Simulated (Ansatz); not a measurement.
```xyz
11

N     0.3788    0.8563    1.5251
C     0.0737    0.1707    0.5003
Si   -0.6599    1.1448   -0.9639
C     0.2648   -1.3088    0.4044
I     1.6870   -1.7506   -1.1459
H     0.7939    0.2770    2.2624
H    -1.4053    0.2146   -1.8533
H     0.4293    1.7931   -1.7333
H    -1.5796    2.1696   -0.4166
H     0.6608   -1.7412    1.3234
H    -0.6436   -1.8255    0.0973
```

Charge 0, multiplicity 1. I takes the def2 core potential.

Task: List the r2SCAN/def2-TZVPP orbital energies in eV (Ansatz 0.2.0). (Best estimate.)

Result: Computed: Occupied: -1791.04, -385.52, -274.93, -274.72, -184.79, -141.53, -130.96, -130.62, -130.60, -96.39, -96.38, -96.37, -50.71, -50.61, -50.60, -50.33, -50.33, -24.26, -20.35, -17.38, -15.73, -13.29, -12.67, -12.01, -10.51, -9.20, -8.99, -8.79, -8.11, -7.02, -6.81, -6.44. Lowest empty: -2.53, -1.25, 0.35, 0.75, 1.03, 1.18, 1.92, 2.32.
